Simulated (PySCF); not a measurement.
H5O4Si, SMILES O[Si](O)(O)[OH2+], charge +1.

Geometry optimised at PBE0-D3(BJ)/def2-SVP. The isomer is the one that the SMILES or the coordinates give; other isomers of the formula were not compared. Other conformers were not sampled.

Level of theory: PBE0-D3(BJ)/def2-SVP run with PySCF.

Frequencies are harmonic and unscaled.

Computed vibrational spectrum:
```csv
mode,ν (cm⁻¹),IR (km/mol),moving atoms (share of kinetic energy)
1,54,48.6,"H 69 %, O 31 %"
2,166,119.6,"O 57 %, H 42 %"
3,225,8.8,"H 58 %, O 42 %"
4,262,38.9,"H 48 %, O 47 %"
5,305,3.9,"O 51 %, H 34 %, Si 16 %"
6,308,65.3,"O 46 %, H 36 %, Si 18 %"
7,341,146.2,"H 46 %, O 46 %"
8,360,116.3,"H 81 %, O 17 %"
9,376,32.7,"H 65 %, O 21 %, Si 14 %"
10,442,316.3,"H 61 %, O 36 %"
11,578,87.2,"O 50 %, Si 32 %, H 18 %"
12,688,77.2,"H 70 %, O 29 %"
13,698,311.6,"H 78 %, O 19 %"
14,733,196.9,"H 66 %, O 32 %"
15,777,62.7,"H 75 %, O 24 %"
16,866,70.7,"O 68 %, H 21 %, Si 11 %"
17,1093,205.0,"Si 47 %, O 46 %"
18,1110,223.5,"Si 50 %, O 42 %, H 8 %"
19,1586,167.1,"H 91 %, O 9 %"
20,3730,257.9,H 96 %
21,3824,370.7,H 92 %
22,3903,331.9,H 94 %
23,3911,273.7,H 94 %
24,3920,256.4,H 94 %
```
